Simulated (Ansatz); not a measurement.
C₉H₁₅NO (relaxed from a model of N-butylpyridinium hydroxide, whose bonding it doesn't keep) was relaxed with PBE-D4 (def2-SVP) in Ansatz in these states: charge -1 doublet, neutral singlet. The geometries follow in no particular order.

A:

Cartesian coordinates in Å:
```
C 2.103 -3.311 0.904
C 0.738 -2.772 0.476
C 0.734 -1.262 0.224
C -0.637 -0.732 -0.214
N -0.660 0.710 -0.422
C -0.955 1.540 0.748
C -0.532 2.958 0.508
C -0.413 3.457 -0.759
C -0.499 2.594 -1.907
C -0.588 1.242 -1.683
H 2.875 -3.117 0.130
H 2.075 -4.405 1.081
H 2.451 -2.830 1.842
H 0.400 -3.298 -0.445
H -0.022 -3.014 1.252
H 1.484 -1.002 -0.555
H 1.055 -0.729 1.146
H -0.946 -1.229 -1.159
H -1.414 -0.987 0.538
H -0.434 1.093 1.622
H -0.425 3.598 1.396
H -0.206 4.530 -0.906
H -0.439 2.983 -2.931
H -0.585 0.507 -2.504
O -2.339 1.447 1.121
H -2.819 2.029 0.498
```

B:

```xyz
26

C     0.0857   -3.5389   -2.1345
C     0.2995   -2.0251   -2.1071
C    -0.0863   -1.3636   -0.7837
C     0.2007    0.1473   -0.7547
N    -0.1336    0.7684    0.4965
C    -0.7733    2.0815    0.4230
C    -1.1530    2.5809    1.7699
C    -0.4259    2.1640    2.9120
C     0.5571    1.1519    2.8105
C     0.7357    0.4910    1.5873
H     0.6849   -4.0418   -1.3452
H     0.3735   -3.9868   -3.1115
H    -0.9782   -3.8001   -1.9488
H     1.3683   -1.7951   -2.3251
H    -0.2788   -1.5537   -2.9374
H     0.4610   -1.8460    0.0565
H    -1.1671   -1.5229   -0.5700
H     1.2937    0.2977   -1.0167
H    -0.3715    0.6509   -1.5639
H    -1.6469    1.9724   -0.2682
H    -1.8778    3.4095    1.8130
H    -0.6385    2.6261    3.8931
H     1.1904    0.8772    3.6709
H     1.5801   -0.1861    1.3712
O     0.0690    3.0448   -0.3289
H     0.6311    3.3963    0.3919
```

Problem. Judge from the bond lengths which geometry belongs to which state (an estimate).

Solution. A is the neutral singlet (N5–C10 1.370 Å, C7–C8 1.367 Å, C6–O25 1.436 Å); B is the charge -1 doublet (N5–C10 1.422 Å, C7–C8 1.417 Å, C6–O25 1.484 Å).

At PBE-D4/def2-SVP the highest occupied level of the relaxed charge -1 doublet lies above zero (up to 3.28 eV). By energy differences it is unbound by 0.90 eV (each at its own geometry, against the charge 0 singlet, at PBE0-D4/def2-TZVP) and held by the finite basis.
